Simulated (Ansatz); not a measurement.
Program: Ansatz. Geometries: PBE0-D4/def2-TZVP. ΔE: electronic, gas phase. CCSD(T)/CBS adds triple-zeta CCSD(T) − MP2 to the extrapolated MP2 energy (def2 sets, frozen cores). Functionals use def2-TZVPP. For Br outer-core shells are correlated without core-valence functions, which leaves a few kJ/mol of doubt a bond. Scalar relativity is left out up to krypton. Each species was taken in one conformer, which may not be the lowest.

Reaction (redistribution): `[CH3][AlH][CH2]N[SiH3]` + `C=C([SiH3])Br` → `C=[C](Br)[AlH][CH3]` + `[SiH3]CN[SiH3]`

```json
{"species": "`[CH3][AlH][CH2]N[SiH3]`", "ωB97M-V energy (Eh)": "-668.85806"}
{"species": "`C=C([SiH3])Br`", "ωB97M-V energy (Eh)": "-2942.66704"}
{"species": "`C=[C](Br)[AlH][CH3]`", "ωB97M-V energy (Eh)": "-2934.32095"}
{"species": "`[SiH3]CN[SiH3]`", "ωB97M-V energy (Eh)": "-677.20638"}
```

Task: Work out ΔE.

Result: ΔE = (-2934.32095) + (-677.20638) − (-668.85806) − (-2942.66704) = -0.00223 Eh = -5.9 kJ/mol. CCSD(T)/CBS gives -7.0 kJ/mol.

Largest T1 diagnostic among the species: 0.011.

The D4 term adds +5.5 kJ/mol with B3LYP and +2.9 kJ/mol with PBE0; it sums over pairs of atoms, weighted by their polarisabilities, and B3LYP, whose exchange is more repulsive, gets the larger term. In def2-TZVPP, CCSD(T) changes the Hartree–Fock value by +17.7 kJ/mol (the triples alone add +2.3 kJ/mol) and MP2 by +18.5 kJ/mol.

B3LYP here is the variant with VWN-RPA as its local correlation; programs differ in this.
